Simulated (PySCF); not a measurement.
H₇Si₃, SMILES [SiH2]([SiH3])[SiH2] (connectivity only; charge and spin as stated), charge +1, multiplicity 1. Atoms are numbered in the order given.

```xyz
10

Si     0.4721     1.8355     0.0000
Si    -1.0228     0.0648     0.0000
Si     0.4955    -1.8105     0.0000
H      1.0967     2.3793     1.2335
H      1.0967     2.3793    -1.2335
H     -1.8053     0.1849    -1.2566
H     -1.8053     0.1849     1.2566
H     -0.4358    -2.9680     0.0000
H      1.3136    -1.7089    -1.2338
H      1.3136    -1.7089     1.2338
```
Charge +1, spin multiplicity 1.

Geometry: B3LYP-D3(BJ)/def2-SVP. The spin state was assumed, not searched. The isomer is the one that the SMILES or the coordinates give; other isomers of the formula were not compared.

Two levels are set side by side: PBE/pcSseg-1 (PySCF) and KT2/pcSseg-1 (PySCF). GIAO shifts against TMS (²⁹Si), TMS (¹H) at the same level; non-relativistic, no solvent, atoms listed together averaged. Differences are taken from unrounded values.

```json
[
 {"quantity": "δ(²⁹Si) of Si1 (ppm)", "KT2": "483.4"},
 {"quantity": "δ(²⁹Si) of Si2 (ppm)", "KT2": "-39.2"},
 {"quantity": "δ(²⁹Si) of Si3 (ppm)", "KT2": "-98.3"},
 {"quantity": "δ(¹H) of H4, H5 (ppm)", "KT2": "10.06"},
 {"quantity": "δ(¹H) of H6, H7 (ppm)", "KT2": "5.46"}
]
```

Problem. What does PBE give, and how far is it from KT2? (The exact figures need the calculation; the answer reports its results.)

Solution. 
```
quantity                  PBE  PBE minus KT2
---------------------  ------  -------------
δ(²⁹Si) of Si1 (ppm)    506.8           23.4
δ(²⁹Si) of Si2 (ppm)    -40.5           -1.2
δ(²⁹Si) of Si3 (ppm)   -100.2           -1.9
δ(¹H) of H4, H5 (ppm)   10.14           0.08
δ(¹H) of H6, H7 (ppm)    5.48           0.02
```

Rough cost on one machine, each run with all the roots and properties that it gave: KT2 against PBE within a factor of 2.
